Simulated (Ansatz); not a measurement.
Consider the formal exchange of groups at a C–F bond: `C[CH](F)[AlH2]` + CH₃OH → `C[CH]([AlH2])CO` + H–F.

Program: Ansatz. Geometries: PBE0-D4/def2-TZVP. ΔE: electronic, gas phase. CCSD(T)/CBS adds triple-zeta CCSD(T) − MP2 to the extrapolated MP2 energy (def2 sets, frozen cores). This one scheme is used for every species. DFT in def2-TZVPP. B3LYP here is the variant with VWN-RPA as its local correlation; programs differ in this. Each species was taken in one conformer, which may not be the lowest.

(1) Is it downhill or uphill in electronic energy at CCSD(T)/CBS, and by how much? (Best estimate.)

(2) What do these levels give: r2SCAN-D4, PBE0-D4, ωB97X-V, B3LYP, SCS-MP2/def2-TZVPP, HF/CBS(def2)? (An estimate is asked.)

Largest T1 diagnostic among the species: 0.011.

## Answers

(1) Computed: Downhill: ΔE = -68.7 kJ/mol.

(2) The calculation gave: r2SCAN-D4 -54.1, PBE0-D4 -60.6, ωB97X-V -52.4, B3LYP -37.7, SCS-MP2/def2-TZVPP -66.2, HF/CBS(def2) -35.5 kJ/mol.

The D4 term adds −11.0 kJ/mol with B3LYP and −6.1 kJ/mol with PBE0; it sums over pairs of atoms, weighted by their polarisabilities, and B3LYP, whose exchange is more repulsive, gets the larger term. From PBE to PBE0 (25 % exact exchange), in def2-TZVPP and without D4, ΔE moves by −6.6 kJ/mol.
